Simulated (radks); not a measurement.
Task: Ho2+, 65 electrons, occupied as [Xe] 4f11. Calculated with a radial shooting solver on a logarithmic mesh with Libxc functionals: scalar-relativistic Kohn-Sham, XLYP, spin-unpolarised, spherical densities, point nucleus. Some entries of the table are withheld. Estimate them.

| orbital | occ. | eigenvalue (eV) | <1/r> (bohr^-1) |
|---|---|---|---|
| 1s | 2 | -55525.46 | 76.08 |
| 2s | 2 | -9299.224 | 17.69 |
| 2p | 6 | -8239.454 | 16.38 |
| 3s | 2 | -2087.595 | 6.517 |
| 3p | 6 | -1763.837 | 6.098 |
| 3d | 10 | -1353.252 | 5.782 |
| 4s | 2 | -423.4508 | 2.750 |
| 4p | 6 | -316.9393 | 2.518 |
| 4d | 10 | (1) | 2.221 |
| 5s | 2 | -64.5689 | 1.039 |
| 5p | 6 | -39.9686 | 0.8619 |
| 4f | 11 | -17.2003 | 1.603 |
| 6s | 0 | -15.1806 | (2) |
| 5d | 0 | -13.6952 | 0.5113 |

Result: 
(1) 4d eigenvalue (eV): -173.1581
(2) 6s <1/r> (bohr^-1): 0.3756
